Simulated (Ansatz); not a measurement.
Program: Ansatz. Geometries: PBE0-D4/def2-TZVP. ΔE: electronic, gas phase. CCSD(T)/CBS is the MP2 limit (def2-TZVPP, def2-QZVPP) plus CCSD(T) − MP2 in def2-TZVPP, frozen cores. This one scheme is used for every species. DFT in def2-TZVPP. B3LYP here is the variant with VWN-RPA as its local correlation; programs differ in this. One conformer a species, not always the lowest.

Consider the ligand exchange at the Si–Cl bond: `O[Si@H](Cl)C[Si@@H](O)F` + H–F → `O[Si@H](F)C[Si@H](O)F` + HCl.

`O[Si@H](Cl)C[Si@@H](O)F`:

Z-matrix (Å, degrees):
```
Si
F 1 1.612
C 1 1.846 2 107.6
O 1 1.632 2 109.1 3 117.2
H 1 1.479 2 105.4 3 -123.1
Si 3 1.860 1 114.8 2 -36.5
H 3 1.095 1 108.8 2 -159.3
H 3 1.097 1 108.1 2 84.3
H 4 0.958 1 118.8 2 71.6
O 6 1.630 3 111.8 1 59.3
Cl 6 2.065 3 106.7 1 -62.3
H 6 1.475 3 113.6 1 179.6
H 10 0.962 6 116.4 3 -48.2
```

H–F:

```xyz
2

F     0.237    0.015   -0.394
H    -0.237   -0.015    0.394
```

`O[Si@H](F)C[Si@H](O)F`:

Cartesian coordinates in Å:
```
O -1.001 1.325 0.854
Si 0.177 1.430 -0.294
F -0.287 2.476 -1.408
C 0.344 -0.260 -1.009
Si 0.282 -1.640 0.240
O -1.082 -1.566 1.120
F 1.576 -1.466 1.167
H -1.213 2.105 1.369
H 1.422 1.983 0.283
H -0.479 -0.410 -1.718
H 1.278 -0.317 -1.577
H 0.357 -2.989 -0.354
H -1.375 -0.670 1.327
```

HCl:

Z-matrix (Å, degrees):
```
Cl
H 1 1.279
```

CCSD(T)/CBS gives -49.2 kJ/mol.

(1) Another level gave -53.3 kJ/mol. Which?
A. r2SCAN/def2-TZVPP
B. B3LYP/def2-TZVPP
C. PBE/def2-TZVPP
D. PBE0-D4/def2-TZVPP

Largest T1 diagnostic among the species: 0.012.

Answers

(1) A. r2SCAN -53.3, PBE -48.2, B3LYP -60.1, PBE0-D4 -43.8 kJ/mol.

In def2-TZVPP, CCSD(T) changes the Hartree–Fock value by +9.9 kJ/mol (the triples alone add +2.4 kJ/mol) and MP2 by +16.1 kJ/mol. The D4 term adds +7.1 kJ/mol with B3LYP and +3.9 kJ/mol with PBE0; it sums over pairs of atoms, weighted by their polarisabilities, and B3LYP, whose exchange is more repulsive, gets the larger term.
